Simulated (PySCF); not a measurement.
## The Pb–Cl bond energy of PbCl₃

Level of theory: PBE0 in PySCF with Pb def2-TZVP with ECP60, Cl def2-TZVP; scalar-relativistic core potentials, no spin–orbit coupling; density-fitted integrals.

Each entry is the lowest minimum that a search over a few typed start shapes (and spin states, where more than one is plausible) found, or that minimum re-optimised at the stated level; isomers with ligand–ligand bonds, or fragments after loss of a ligand pair, can lie lower.

Total energies (Eh), which compare only within these settings: Cl atom -459.99741.

```json
{"species": "PbCl₂", "2S+1": "1", "group": "C2v", "E (Eh)": "-1113.11637", "ZPE (kJ/mol)": "4.4"}
{"species": "PbCl₃", "2S+1": "2", "group": "C3v", "E (Eh)": "-1573.15821", "ZPE (kJ/mol)": "6.7"}
```

Q: What are De and D0 for PbCl₃ → PbCl₂ + Cl?

A: De = [(-1113.11637) + (-459.99741) − (-1573.15821)] × 2625.5 = 117 kJ/mol. The zero-point energy changes by -2.3 kJ/mol, so D0 = 114 kJ/mol.

Atoms and open shells are unrestricted, without spin–orbit or basis-set superposition corrections.

Spin–orbit coupling can matter for elements this heavy.
